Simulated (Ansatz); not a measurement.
`P[SiH]1CS1` + H₂ → `C1[SiH2]S1` + PH₃ at 400 K and 1 bar (hydrogenolysis of the Si–P bond).

Calculated with Ansatz (gas phase, PBE0-D4/def2-TZVP geometries, no zero-point term in ΔE). CCSD(T)/CBS is the MP2 limit (def2-TZVPP, def2-QZVPP) plus CCSD(T) − MP2 in def2-TZVPP, frozen cores. This one scheme is used for every species. One conformer a species, not always the lowest.

```
     species  CCSD(T)/CBS energy (Eh)  H − E (kJ/mol)  S (J/(mol·K))
`P[SiH]1CS1`              -1068.85395           174.3          362.8
          H₂                 -1.17544            38.0          139.0
`C1[SiH2]S1`               -727.30403           138.5          299.2
         PH₃               -342.72256            77.1          221.7
```

H − E and S are ideal-gas, rigid-rotor, harmonic terms from PBE0-D4/def2-TZVP, for one conformer and one mirror image of each species. The MP2-based limit puts H₂ 0.8 mEh under its directly extrapolated value; such offsets cancel only in part. 1 Eh = 2625.50 kJ/mol, R = 8.31446 J/(mol·K).

Task: By hand: ΔE, ΔH, ΔS and ΔG.

Result: ΔE = (-727.30403) + (-342.72256) − (-1068.85395) − (-1.17544) = 0.00280 Eh = 7.4 kJ/mol. Δ(H − E) = 138.5 + 77.1 − 174.3 − 38.0 = 3.3, so ΔH = 10.7 kJ/mol. ΔS = 299.2 + 221.7 − 362.8 − 139.0 = 19.1 J/(mol·K). ΔG = 10.7 − 400 × (19.1)/1000 = 3.1 kJ/mol.

Task: By hand: the equilibrium constant, and the temperature at which ΔG would vanish if ΔH and ΔS stayed fixed.

Result: log₁₀ K = −ΔG/(RT ln 10) = -0.4. ΔG = 0 at ΔH/ΔS = 560 K, though so small a ΔS makes that figure unsure.

TΔS isn't small against ΔH here. The sign of ΔG lies within the doubt. A doubt of 5 kJ/mol in ΔE shifts log₁₀ K by 0.7 here. Other conformers and mirror images would add mixing entropy, several J/(mol·K) or more a flexible species. These are equilibria of isolated gas molecules and say nothing of rates. Largest T1 diagnostic: 0.013 (customary marks: 0.02 for closed shells, 0.045 for open ones).
